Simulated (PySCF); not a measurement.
Relaxation of triplet Pt₂Cl⁺

Level of theory: UwB97X/[Cl def2-TZVP, Pt def2-TZVP with ECP60], scalar-relativistic core potentials, density fitting, no spin–orbit coupling, PySCF. A (50,194) grid was used.

A start at the PBE0 minimum, of C2v symmetry, held to at least that symmetry:

Coordinates in bohr (charge 1 multiplicity 3):
```
Cl    0.0000    0.0000   -3.0905
Pt    2.6178    0.0000    0.2772
Pt   -2.6178    0.0000    0.2772
```

(1) What does it relax to?

(2) How much energy is released, and in how many steps?

Results:

(1) It ends at C2v with Cl–Pt 2.281 Å (×2), Pt–Pt 2.462 Å; Cl–Pt–Pt 57.3° (×2), Pt–Cl–Pt 65.4°. No frequency check is given, so it may be a saddle point. Other isomers or separated fragments may lie lower.

(2) 36.9 kJ/mol in 6 steps.

Other spin states or occupations of the open shell can lie lower. Spin–orbit coupling, left out here, can matter for elements this heavy.
